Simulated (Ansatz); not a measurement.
`[OH][SnH2][OH]` + H₂Se → `[OH][SnH2][SeH]` + H₂O  (ligand exchange at the Sn–O bond)

Program: Ansatz. Geometries: PBE0-D4/def2-TZVP. ΔE: electronic, gas phase. CCSD(T)/CBS adds triple-zeta CCSD(T) − MP2 to the extrapolated MP2 energy (def2 sets, frozen cores). This one scheme is used for every species. DFT in def2-TZVPP. B3LYP here is the variant with VWN-RPA as its local correlation; programs differ in this. HSE06 is defined as in plane-wave codes. Elements past krypton have def2 core potentials. For Se, Sn outer-core shells are correlated without core-valence functions, which leaves a few kJ/mol of doubt a bond. Scalar relativity is left out up to krypton. Each species was taken in one conformer, which may not be the lowest.

`[OH][SnH2][OH]`:

```xyz
7

O     1.386   -0.948    0.134
Sn    0.013    0.430    0.389
O    -1.411    0.084   -0.916
H     1.061   -1.839    0.279
H    -0.773    0.264    1.887
H     0.836    1.878    0.052
H    -1.111    0.131   -1.827
```

H₂Se:

Z-matrix (Å, degrees):
```
Se
H 1 1.467
H 1 1.467 2 91.2
```

`[OH][SnH2][SeH]`:

Z-matrix (Å, degrees):
```
Sn
Se 1 2.526
O 1 1.964 2 108.8
H 1 1.698 2 113.0 3 113.8
H 1 1.706 2 106.2 3 -118.3
H 2 1.469 1 91.6 3 -67.9
H 3 0.960 1 112.5 2 -42.2
```

H₂O:

```xyz
3

O     0.347   -0.174    0.031
H    -0.388   -0.222    0.647
H     0.041    0.396   -0.678
```

Task: Is it downhill or uphill in electronic energy at CCSD(T)/CBS, and by how much? (An estimate is asked.)

Result: The calculation gave: Downhill: ΔE = -0.62 eV.

Task: What do these levels give: revPBE-D4, BLYP-D4, r2SCAN-D4, B3LYP, HSE06, MP2/def2-QZVPP? (Best estimate.)

Result: Computed: revPBE-D4 -0.59, BLYP-D4 -0.53, r2SCAN-D4 -0.57, B3LYP -0.53, HSE06 -0.64, MP2/def2-QZVPP -0.63 eV.

Task: What do rigid-rotor, harmonic-oscillator terms from PBE0-D4/def2-TZVP frequencies (298.15 K, 1 bar) make of the CCSD(T)/CBS value? (Best estimate.)

Result: Ansatz gave: ΔZPE = +0.07 eV, ΔH = -0.53 eV, ΔS = 5 J/(mol·K), ΔG = -0.54 eV.

Largest T1 diagnostic among the species: 0.014.

The D4 term adds −0.05 eV with B3LYP and −0.03 eV with PBE0; it sums over pairs of atoms, weighted by their polarisabilities, and B3LYP, whose exchange is more repulsive, gets the larger term. At CCSD(T), def2-SVP lies +0.10 eV from the extrapolated value and def2-TZVPP +0.08 eV. From PBE to PBE0 (25 % exact exchange), in def2-TZVPP and without D4, ΔE moves by −0.05 eV.
